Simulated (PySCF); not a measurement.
# PbH⁺: frontier orbitals

BHandHLYP at R = 1.840 Å; PySCF, scalar-relativistic core potentials, basis sets H aug-cc-pVDZ, Pb aug-cc-pVDZ-PP with ECP60. State: ¹Σ⁺ (singlet), closed shell. Only the outer orbitals are listed, counted within each symmetry, core potentials removing the inner ones.

| orbital | occ. | ε (eV) | on H (%) | main shells (%) |
| --- | --- | --- | --- | --- |
| 1δ | 2 | -33.56 | 0 | 100 Pb d |
| 1δ | 2 | -33.56 | 0 | 100 Pb d |
| 2π | 2 | -33.14 | 0 | 100 Pb d |
| 2π | 2 | -33.14 | 0 | 100 Pb d |
| 3σ | 2 | -33.13 | 1 | 99 Pb d |
| 4σ | 2 | -21.93 | 12 | 88 Pb s, 11 H s |
| 5σ | 2 | -14.52 | 44 | 45 Pb p, 44 H s, 9 Pb s |
| 3π | 0 | -8.35 | 1 | 100 Pb p |
| 3π | 0 | -8.35 | 1 | 100 Pb p |
| 6σ | 0 | -4.35 | 51 | 51 H s, 42 Pb p |

Question: Which are the highest filled and the lowest empty level, where do they sit, and how wide is the gap?

Answer: Highest filled 5σ at -14.52 eV (in %: 45 Pb p, 44 H s, 9 Pb s); lowest empty 3π at -8.35 eV (in %: 100 Pb p); the gap at BHandHLYP is 6.17 eV.

```
bond order (Mayer)                                                                                                 : 0.98
⟨S²⟩                                                                                                               : 0.000
charge on H (Mulliken, basis-dependent)                                                                            : -0.13
charge on H (Löwdin, basis-dependent)                                                                              : -0.27
dipole moment (positive dipole points towards Pb; it is taken about the centre of mass and depends on that origin) : 0.38 D
```

These are scalar-relativistic numbers at best; spin–orbit coupling would shift them, the dissociation energy most.
